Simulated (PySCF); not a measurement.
# Correlation energy of B (boron, neutral)

[He] 2s2 2p1, 2P determinant. Computed with PySCF 2.14 in x2c-TZVPPall (5s3p2d1f, 31 functions), with scalar relativity by spin-free X2C-1e. Frozen: 1s2; 3 electrons correlated.

| level | correlation energy (mhartree) |
| --- | --- |
| CCSD | -64.26 |
| (T) | -1.31 |
| CCSD(T) | -65.57 |
| CCSDT | -66.00 |
| FCI | -66.00 |

Diagnostics: T1 = 0.014, D1 = 0.0259, largest double amplitude 0.107, weight of the Hartree-Fock determinant in FCI 0.9270 (13050 determinants).

Problem. Is a single reference adequate?

Solution. Mostly. T1 lies below 0.03, but a double amplitude of this size points to a near-degeneracy that CCSD handles and MP2 describes poorly.
